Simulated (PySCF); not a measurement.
Cl(2+): excitation energy

Cl(2+) [Ne] 3s2 3p3 (4S) → Cl(2+) [Ne] 3s1 3p3 4s1 (6S), as a difference of total energies. Computed with PySCF 2.14 in aug-cc-pwCVDZ (6s5p3d, 36 functions), with no relativity, point nucleus. Correlated levels: valence: [Ne] frozen. The calculations carry no spin-orbit coupling.

```
           method  excitation energy (eV)
              UHF                  28.079
    MP2 (valence)                  29.363
SCS-MP2 (valence)                  29.832
   CCSD (valence)                  29.673
CCSD(T) (valence)                  29.699
```

Question: How much does correlation contribute at CCSD(T) (valence)?

Answer: 29.699 − (28.079) = 1.620 eV, measured against UHF.

The promoted electron is Rydberg-like, and one or two diffuse shells describe it only roughly, which tends to raise the upper state.
